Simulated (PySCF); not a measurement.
# Nonlinear optical response: dipropylamine, C$_{6}$H$_{15}$N

Geometry:
| atom | x (Å) | y (Å) | z (Å) |
| --- | --- | --- | --- |
| C1 | 3.724 | -0.252 | 0.637 |
| C2 | 2.484 | -0.388 | -0.230 |
| C3 | 1.190 | -0.138 | 0.527 |
| N4 | 0.040 | -0.228 | -0.338 |
| C5 | -1.227 | -0.007 | 0.316 |
| C6 | -2.388 | -0.123 | -0.656 |
| C7 | -3.738 | 0.152 | -0.015 |
| H8 | 3.704 | -0.959 | 1.482 |
| H9 | 3.807 | 0.762 | 1.059 |
| H10 | 4.642 | -0.448 | 0.063 |
| H11 | 2.525 | 0.312 | -1.081 |
| H12 | 2.450 | -1.401 | -0.672 |
| H13 | 1.136 | -0.832 | 1.400 |
| H14 | 1.216 | 0.878 | 0.962 |
| H15 | 0.032 | -1.133 | -0.805 |
| H16 | -1.218 | 1.010 | 0.750 |
| H17 | -1.398 | -0.695 | 1.178 |
| H18 | -2.207 | 0.570 | -1.494 |
| H19 | -2.387 | -1.137 | -1.097 |
| H20 | -3.784 | 1.172 | 0.398 |
| H21 | -4.559 | 0.051 | -0.742 |
| H22 | -3.941 | -0.547 | 0.813 |

Computed with quadratic response CAM-B3LYP/aug-cc-pVDZ first hyperpolarisability, Taylor convention, gas phase (PySCF). Geometry: PBE0-D3(BJ)/def2-SVP.

Give β for the processes computed.

In au, Taylor convention; the vector part is βᵢ = ⅓ Σⱼ (βᵢⱼⱼ + βⱼᵢⱼ + βⱼⱼᵢ); β∥ is 3/5 of the vector part along the dipole, the dipole points from − to +:
| process | λ (nm) | β vector norm | β∥ | β HRS | depolarisation ratio |
| --- | --- | --- | --- | --- | --- |
| static β(0;0,0) | ∞ | 132.7 | -54.5 | 52.8 | 5.82 |
| second harmonic β(−2ω;ω,ω) | 1907 | 139.9 | -57.7 | 55.5 | 5.83 |
| Pockels β(−ω;ω,0) | 1907 | 135.0 | -55.5 | – | – |
| second harmonic β(−2ω;ω,ω) | 1064 | 158.3 | -66.2 | 62.7 | 5.86 |
| Pockels β(−ω;ω,0) | 1064 | 140.4 | -58.0 | – | – |

Which lowest excitations, dipole and polarisabilities go with it?

S1 5.51 eV (f = 0.001); S2 5.94 eV (f = 0.015); S3 6.22 eV (f = 0.074); dipole 0.80 D; isotropic α 88.4 au static, 88.6 au at 1907 nm, 89.0 au at 1064 nm, 89.2 au at 953.5 nm, 91.1 au at 532 nm.
